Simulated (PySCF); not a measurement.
BFH₄O₂Si, SMILES OB(F)O[SiH3]. Coordinates come from a B3LYP-D3(BJ)/def2-SVP optimisation. The structure was generated by enumeration, and PubChem lists no compound with its InChIKey, so it may never have been made. One conformer was computed; it need not be the lowest.

Computed equilibrium geometry at B3LYP-D3(BJ)/def2-SVP (PySCF confirms it by a frequency run) as a Z-matrix, and its point group (one conformer of several):
point group Cs.
```
O
B 1 1.3505
F 2 1.3379 1 118.98
O 2 1.3595 3 119.99 1 180.00
H 4 0.9651 2 113.37 3 0.00
Si 1 1.6797 2 131.44 3 180.00
H 6 1.4850 1 106.53 2 180.00
H 6 1.4887 7 109.96 1 119.41
H 6 1.4887 7 109.96 8 121.18
```
